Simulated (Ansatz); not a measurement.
Ideal-gas functions of BFH3In, SMILES `[BH2][InH][F]` at 400 K and 1 bar, from an Ansatz frequency run at PBE0-D4/def2-TZVP.

Molar mass 147.65 g/mol, point group Cs (symmetry number 1), electronic degeneracy 1, moments of inertia 45.05, 96.675, 137.5 u Å². Harmonic wavenumbers (cm⁻¹, unscaled): 101, 178, 360, 471, 508, 564, 582, 846, 1139, 1849, 2593, 2691.

Use S(trans) = R[1.5 ln M + 2.5 ln T − 1.1517]; rotational temperatures θ = 24.2544 K / I; S(rot) = R[ln(√π/σ · √(T³/θAθBθC)) + 1.5]; for each mode x = 1.438777 ν̃/T, S = R[x/(eˣ − 1) − ln(1 − e⁻ˣ)] and H = RT x/(eˣ − 1); 1 cm⁻¹ = 0.0119627 kJ/mol; R = 8.31446 J/(mol·K).

Question: By hand: the entropy, in J/(mol·K).

Answer: Translation 177.3. Rotation: θ = 0.5384, 0.2509, 0.1764 K, giving 107.5. Vibration, mode by mode: 16.78, 12.16, 6.72, 4.86, 4.37, 3.73, 3.54, 1.67, 0.72, 0.08, 0.01, 0.01, in all 54.6. Electronic 0.0. Sum 339.4 J/(mol·K).

Question: By hand: H − E and G − E in kJ/mol, counted from the electronic energy.

Answer: Zero-point energy ½ × 11882 × 0.0119627 = 71.1; thermal vibration 12.0; translation, rotation and pV give 4 RT = 13.3. H − E = 96.4 kJ/mol, and G − E = 96.4 − 400 × 339.4/1000 = -39.4 kJ/mol.

Vibration gives 16 % of the entropy, 16.8 J/(mol·K) of it from the mode under 150 cm⁻¹: soft modes count most, and the harmonic formula is weakest for them.
